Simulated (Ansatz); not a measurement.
The cluster Mg₃O₂⁺. Total charge 1; doublet. Geometry PBE-D4/def2-SVP, basis def2-TZVP, Ansatz.

```xyz
5

Mg    0.6730    0.8692   -0.9793
Mg    1.3901   -0.8732    2.1182
Mg   -1.4075   -0.4078   -0.1397
O    -1.0662    0.6692   -1.6245
O     0.4106   -0.2574    0.6254
```

```json
{"run": "A", "HOMO (eV)": "-10.97", "LUMO (eV)": "-5.15"}
{"run": "B", "HOMO (eV)": "-8.40", "LUMO (eV)": "-7.75"}
{"run": "C", "HOMO (eV)": "-10.26", "LUMO (eV)": "-6.31"}
{"run": "D", "HOMO (eV)": "-8.51", "LUMO (eV)": "-7.70"}
{"run": "E", "HOMO (eV)": "-8.55", "LUMO (eV)": "-7.15"}
{"run": "F", "HOMO (eV)": "-9.20", "LUMO (eV)": "-6.92"}
```

The structure comes from a short search, and lower isomers may exist.

HOMO and LUMO are taken over both spins.

Question: The runs used BLYP, CAM-B3LYP, PBE, PBE0, r2SCAN, ωB97X-V. Estimate which is which.

Answer: A ωB97X-V (range-separated); B BLYP (0 % exact exchange); C CAM-B3LYP (range-separated); D PBE (0 % exact exchange); E r2SCAN (0 % exact exchange); F PBE0 (25 % exact exchange). Exact exchange lowers occupied and raises empty levels; among semilocal functionals meta-GGAs tend to open the gap a little, and such runs are hard to tell apart. The gap grows from 0.65 eV (BLYP) to 5.82 eV (ωB97X-V).
